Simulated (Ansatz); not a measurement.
A made-up structure of BH₂TeCl, closed shell:

```
5
angstrom
Cl 1.9775 -2.3896 -0.8290
B -0.5448 -0.4394 0.0837
Te 1.2641 -0.1023 -0.9697
H -1.1433 -1.4343 -0.1788
H 1.6095 1.3359 -0.2215
```

It is relaxed with PBE-D4/def2-SVP and then PBE0-D4/def2-TZVP (Ansatz 0.2.0). Atoms count as bonded within 1.22 times the sum of their covalent radii (H–H: 0.88 Å). The end point is not checked to be a true minimum.

Problem. Does its bonding change? (Judge from chemistry; the calculation decides.)

Solution. By the calculation: Yes. Formed: B2–H5; broken: Te3–H5.

Where it ends: The first stage lowers the energy by 4.21 eV in 16 steps. It ends as BH₂TeCl ([BH2][Te][Cl]):
Cl1  (1.940, -2.756, -1.092)
B2  (0.074, -0.043, -0.183)
Te3  (2.013, -0.436, -0.817)
H4  (-0.729, -0.908, -0.051)
H5  (-0.135, 1.113, 0.028)
(Å)

Labels in which every atom is bracketed show which atoms are joined, not bond orders.

For scale, one of the runs: PBE0-D4/def2-TZVP relaxation, 130 basis functions, launched by `ansatz run in.yaml --threads 2 --pin off --events-out ev --progress --plain --max-ram 4352MiB`. The run took about 16 s on 2 CPU threads of an Arm Neoverse V2 (shared host).
